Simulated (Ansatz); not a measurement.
**A ladder of methods for SbH2Cl (SMILES [Cl][SbH2])**

SbH2Cl: 4 atoms, total charge 0, spin state singlet. As SMILES, `[Cl][SbH2]`. The coordinates come from a PBE0-D4/def2-TZVP relaxation.

```xyz
4

Cl   -1.7845    0.2887   -0.6315
Sb    0.5021   -0.2753   -0.5776
H     0.3797   -1.1837    0.8689
H     0.9583    1.1100    0.3199
```

Quantity: the energy change with the Sb2–H3 bond stretched from 1.712 to 2.141 Å, in eV. The values are calculated.

```
                        level                    kind  program  value (eV)  less FCI/STO-3G  CPU time (all runs)
   r2SCAN/STO-3G (restricted)                meta-GGA   Ansatz        1.18            +0.08                8.1 s
    B3LYP/STO-3G (restricted)           global hybrid   Ansatz        1.20            +0.10                3.3 s
     PBE0/STO-3G (restricted)           global hybrid   Ansatz        1.24            +0.14                3.2 s
CAM-B3LYP/STO-3G (restricted)  range-separated hybrid   Ansatz        1.33            +0.23                3.8 s
    HSE06/STO-3G (restricted)  range-separated hybrid   Ansatz        1.23            +0.13                3.7 s
  RPA@PBE/STO-3G (restricted)                     RPA   Ansatz        1.09            -0.01                4.5 s
     CCSD/STO-3G (restricted)   coupled cluster or CI   Ansatz        1.11            +0.01                1.7 s
   CCSDTQ/STO-3G (restricted)   coupled cluster or CI   Ansatz        1.10             0.00                 25 s
                   FCI/STO-3G      exact in the basis   Ansatz        1.10             0.00                1.6 s
```

FCI/STO-3G is exact within its basis and frozen core, so for wave-function methods in that basis the difference is their error; functionals converge differently with the basis, so for them it is only a difference. All-electron rows without a relativistic Hamiltonian named are non-relativistic. The first shape isn't each level's own minimum. The values span 1.09 to 1.33 eV. All rows use very small basis sets, so even the best lies far from the true value. In the correlated wave-function rows the outer d shell of Sb is correlated, in sets not made for it. Times are those of the runs behind each value, whatever else they computed, on shared processors of several kinds: orders of magnitude only.
